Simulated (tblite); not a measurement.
Compound: CH8B3N3O2S.
Atom-mapped SMILES: `[CH3:1][S:2](=[O:3])(=[O:4])[B:5]1[NH:6][BH:7][NH:8][BH:9][NH:10]1` (hydrogens: H11, H12, H13 on C1; H14 on N6; H15 on B7; H16 on N8; H17 on B9; H18 on N10)

Computed with GFN2-xTB (tblite), gas phase: L-BFGS steps from a force-field or distance-geometry start until the largest atomic force falls under 0.01 eV/Å.

Step 10: E = -819.8415 eV
```
atom  x, y, z in Å  |  force x, y, z in eV/Å
C1      2.7515   -0.7366   -0.1975   -0.256   0.452   0.410
S2      1.7682    0.5511    0.6971   -0.386   0.104  -0.206
O3      2.2966    1.8394    0.2876    0.211   0.166  -0.061
O4      1.8494    0.2331    2.1023    0.186  -0.106   0.276
B5     -0.0331    0.4969    0.1618    0.153   0.155  -0.158
N6     -0.4363    0.2086   -1.1232   -1.275  -0.041  -0.195
B7     -1.9531    0.4440   -1.1735    0.169  -0.096  -0.198
N8     -2.6888   -0.4341   -0.2952    0.172   0.098  -0.161
B9     -1.9268   -0.5513    0.9227   -0.274  -0.053  -0.063
N10    -1.0792    0.6587    1.1423   -0.256  -0.630   0.165
H11     3.2728   -0.2455   -0.9895    0.219   0.117  -0.395
H12     2.0605   -1.4754   -0.5457   -0.158  -0.343  -0.135
H13     3.4250   -1.1236    0.5400    0.271  -0.272   0.132
H14    -0.0333   -0.2545   -1.9263    0.361   0.496   0.205
H15    -2.3915    1.3425   -1.8351    0.144  -0.765   0.127
H16    -3.5520   -0.9272   -0.5664    0.711   0.490   0.367
H17    -1.7729   -1.5656    1.5398   -0.359   0.684  -0.153
H18    -1.5658    1.5457    1.2471    0.368  -0.454   0.043
```

Step 11: E = -819.9975 eV
```
atom  x, y, z in Å  |  force x, y, z in eV/Å
C1      2.7551   -0.7470   -0.2019   -0.391   0.618   0.389
S2      1.7673    0.5543    0.6915   -0.316   0.132  -0.088
O3      2.3033    1.8443    0.2842    0.132  -0.022  -0.040
O4      1.8574    0.2345    2.1003    0.117  -0.047   0.059
B5     -0.0469    0.4892    0.1520    0.275   0.259  -0.151
N6     -0.4258    0.2444   -1.1527   -1.146  -0.481  -0.101
B7     -1.9334    0.3865   -1.2082    0.062   0.114  -0.136
N8     -2.6653   -0.4572   -0.2961   -0.058   0.188  -0.282
B9     -1.9658   -0.5496    0.9635   -0.072  -0.303  -0.385
N10    -1.0828    0.6195    1.1387    0.033  -0.401   0.415
H11     3.2605   -0.2357   -0.9968    0.220  -0.026  -0.268
H12     2.0556   -1.4834   -0.5523   -0.008  -0.253  -0.048
H13     3.4264   -1.1181    0.5506    0.200  -0.255  -0.041
H14     0.0116   -0.1535   -1.9793    0.261   0.558   0.457
H15    -2.3735    1.2755   -1.8641   -0.056  -0.679  -0.068
H16    -3.5802   -0.8590   -0.5550    0.826   0.303   0.384
H17    -1.8187   -1.5427    1.6146   -0.516   0.638  -0.170
H18    -1.5534    1.5042    1.2994    0.438  -0.342   0.074
```

**Question.** Estimate the geometry and energy of step 12. (The exact step hangs on the optimiser's Hessian estimate; all steps are aligned on step 11, rigid shifts and turns removed.)

**Answer.** E = -820.1619 eV, largest force 1.078 eV/Å
```
atom  x, y, z in Å  |  force x, y, z in eV/Å
C1      2.7522   -0.7478   -0.2022   -0.404   0.556   0.244
S2      1.7601    0.5621    0.6882   -0.110   0.089   0.014
O3      2.3125    1.8474    0.2771    0.026  -0.144   0.015
O4      1.8672    0.2334    2.0992   -0.014   0.071  -0.199
B5     -0.0624    0.4872    0.1370    0.277   0.275  -0.012
N6     -0.4362    0.2653   -1.1768   -0.268  -0.790  -0.256
B7     -1.9137    0.3322   -1.2400   -0.161   0.141  -0.196
N8     -2.6341   -0.4801   -0.3039   -0.572   0.147  -0.314
B9     -2.0013   -0.5539    0.9885    0.111  -0.457  -0.483
N10    -1.0851    0.5716    1.1366    0.422  -0.028   0.555
H11     3.2513   -0.2278   -1.0072    0.128  -0.190  -0.030
H12     2.0525   -1.4946   -0.5585    0.187  -0.048   0.076
H13     3.4293   -1.1149    0.5586    0.022  -0.145  -0.265
H14     0.0629   -0.0331   -2.0260   -0.074   0.616   0.881
H15    -2.3569    1.1919   -1.8997   -0.337  -0.419  -0.361
H16    -3.5957   -0.7800   -0.5348    0.910   0.083   0.334
H17    -1.8801   -1.5069    1.6945   -0.663   0.519  -0.201
H18    -1.5310    1.4542    1.3579    0.520  -0.277   0.199
```

The energy changes by -0.1644 eV. The first-order estimate −F·Δx gives -0.2282 eV and the mean of the old and new forces, exact on a quadratic surface, -0.1627 eV. The step makes an angle of 70° with the force vector and moves no atom by more than 0.139 Å.

The cost below is that of the whole relaxation. The run took 1.5 s of wall time on one thread of an Arm Neoverse V1, no GPU, shared host with 32 logical CPUs at a one-minute load of 15.
